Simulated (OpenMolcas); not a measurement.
Os5+: effect of the IPEA shift

```
Program             : OpenMolcas
Basis               : ANO-RCC-VTZP [8s7p5d3f2g1h]
Scalar Hamiltonian  : DKH2, point nucleus
Active space        : 9 electrons in 8 orbitals (RAS1 5p, at most 2 holes; RAS2 5d)
State averaging     : 2S+1 = 4 even, 10 roots; 2S+1 = 2 even, 40 roots
Spin-orbit coupling : RASSI with atomic mean-field integrals over the reference wave functions, term energies averaged over their components
```

Methods on the same reference wave functions:
A. RASSCF
B. MS-RASPT2, IPEA 0 Eh, imaginary shift 0.1 Eh (closed shells correlated: 5s)
C. MS-RASPT2, IPEA 0.25 Eh, imaginary shift 0.1 Eh (closed shells correlated: 5s)

Energies in cm⁻¹ above 5d³ ⁴F_3/2, the measured ground level; measured values from the list in Brasseur, Palmeri and Quinet, Atoms 13, 11 (2025).

```
            Level      A      B      C  Measured
       5d³ ⁴F_3/2    0.0    0.0    0.0       0.0
       5d³ ⁴F_5/2   6561   6830   6770      6397
       5d³ ⁴F_7/2  12057  12030  12020     11444
5d³ ⁴F_9/2 [53 %]  15972  15220  15320          
5d³ ⁴P_1/2 [65 %]  18935  17160  17450     16772
       5d³ ²G_7/2  25547  23620  23920     22920
5d³ ²H_9/2 [55 %]  26807  24970  25110     24028
       5d³ ⁴P_5/2  26973  25860  25990     24828
5d³ ²P_1/2 [65 %]  32187  29550  29970     28860
      5d³ ²H_11/2  36233  33250  33480     32156
    5d³ ²D_5/2(1)  37775  35620  36160     34418
5d³ ²G_9/2 [56 %]  40560  38320  38600     37019
5d³ ²P_3/2 [55 %]  43713  41250  41670          
       5d³ ²F_5/2  45175  41030  41460     39601
       5d³ ²F_7/2  45973  41820  42260     40447
    5d³ ²D_3/2(2)  66062  62180  62500          
    5d³ ²D_5/2(2)  66478  63180  63320     61005
```

Deviations, from unrounded energies. A percentage is the sum of absolute deviations over the sum of measured energies, with the sign that they share, or ± where signs differ.

```csv
Against measurement,Levels,A,B,C
mean absolute deviation (cm-1),13,3200,1000,1300
fine structure of the ground term (%),2,+4.4,+5.7,+5.3
other terms of the ground configuration (%),11,+11.2,+3.4,+4.3
```

B lies closest to measurement on these levels and A furthest from it. The largest miss of B in the table is 5d³ ²D_5/2(2), by +2200 cm-1. The ranking rests on the paired levels alone, and a cruder setting can come out closer through cancelling errors.

Between B and C the level of the table that moves most is 5d³ ²D_5/2(1), by 540 cm-1 (lowest in B, highest in C). Moves below CASPT2's spread within the term are not significant.

The mean deviations of B to C differ by less than CASPT2's widest spread within a term (870 cm-1), so their order carries little weight.

From A to B the spin-free energies of the other terms of 5d³ shown, above ⁴F, scale by factors of 0.79 to 0.92, as is usual when dynamic correlation screens the repulsion within a d or f shell.

The lowest spin-free term lies below A's lowest term by 0.210 hartree in B, 0.206 hartree in C.

CASPT2 does not keep the components of a term degenerate, so their means are used; among the terms shown or strongly mixed into the levels shown the widest spread is 870 cm-1 (5d³ ⁴F, C). Active for correlation alone: 5p; no level in the range computed is led by a configuration that opens it, so any true level of that kind is missing. Without dynamic correlation excited terms often stand tens of per cent too high (terms of higher spin than the ground term too low), and those without a measured partner can miss by more than the paired ones (holds for A). Computed and measured levels are paired by configuration, term and J; levels that our copy of the source lacks, or whose pairing is in doubt (as where it misses far off the trend of its configuration), stay unpaired and out of the deviations. Only configurations of the active space appear. Levels that lie high or do not pair safely by name in every column are left out.

A share in square brackets marks a mixed level and gives the weight of the term that names it, the lowest over the columns. A number in round brackets counts repeated terms of one configuration in the order of the reference energies.
